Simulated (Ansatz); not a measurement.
This geometry of BFH$_{3}$Sn (6 atoms, charge 0, multiplicity 2) is a first-order saddle point.

Computed with UKS B3LYP-D4/def2-SVP in Ansatz.

```xyz
6
Properties=species:S:1:pos:R:3
F -0.912 -1.438 0.701
B -0.687 -0.661 -0.337
Sn 0.230 1.390 -0.041
H -0.820 -1.061 -1.467
H 1.322 -0.047 -0.391
H 0.867 1.816 1.534
```

Question: Which two structures does it join? (They come from a converged band through this point; their orientation in space is the band's.)

Answer: Bonds formed: B2–H5.

Initial state:

```xyz
6
Properties=species:S:1:pos:R:3
F -1.431 -1.426 0.813
B -0.710 -0.946 -0.184
Sn 0.370 1.012 0.051
H -0.732 -1.522 -1.249
H 1.659 1.331 -1.050
H 0.844 1.552 1.619
```

Final state:

```xyz
6
Properties=species:S:1:pos:R:3
F -0.606 -1.414 0.738
B -0.279 -0.753 -0.369
Sn 0.131 1.758 -0.133
H -0.852 -0.962 -1.407
H 0.886 -0.264 -0.379
H 0.720 1.635 1.550
```

Question: How far does it lie above each of them?

Answer: 57.6 kJ/mol above the first and 87.0 kJ/mol above the second. This is the barrier of this one path; another mechanism may lie lower.

The run took 4.5 min on 2 threads of Arm Neoverse V1, on a shared host, peak memory 0.19 GiB.
